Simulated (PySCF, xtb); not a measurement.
anisole (C7H8O), SMILES c1(ccccc1)OC. The values are those of a single conformer.

Harmonic wavenumbers (cm⁻¹) from GFN2-xTB (xtb 6.7.1) at its own minimum, in rising order: 95, 200, 246, 257, 380, 424, 483, 531, 589, 656, 757, 793, 861, 881, 921, 926, 979, 1064, 1082, 1115, 1123, 1159, 1179, 1194, 1249, 1284, 1332, 1403, 1441, 1473, 1474, 1486, 1589, 1605, 2928, 2942, 3025, 3076, 3081, 3094, 3101, 3107.

What does PBE-D3(BJ)/def2-SVP in PySCF 2.14.0 give at its own minimum? (Estimate from the structure and the level; the computed values follow.)

102, 207, 253, 273, 415, 439, 509, 546, 607, 690, 750, 787, 802, 874, 946, 971, 977, 1021, 1064, 1070, 1129, 1130, 1146, 1162, 1272, 1281, 1385, 1411, 1412, 1427, 1448, 1491, 1600, 1625, 2925, 2998, 3081, 3111, 3118, 3134, 3140, 3147. Paired by order, the mean absolute difference is 25 cm⁻¹ and the zero-point energies are 80.9 and 81.3 kcal/mol.
